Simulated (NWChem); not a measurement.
**Correlation energy of HAl**

```
Al
H 1 1.6842
```
Charge 0, spin multiplicity 1.

Program: NWChem. Structure: optimised with PBE/def2-SVP, a minimum by its harmonic frequencies.

Basis set: cc-pVTZ. Each correlation energy counts from its own Hartree-Fock reference.

The correlated methods keep 5 core orbitals frozen. The structure started from a generated list of species. Coupled-cluster values serve here as a point of comparison, not as the truth.

One of these methods gave a correlation energy of -83.8 mHa. Which?
A. CR-CCSD[T]
B. MP2
C. SCS-MP2

A, CR-CCSD[T]. The others give -62.0 (MP2), -71.6 (SCS-MP2).
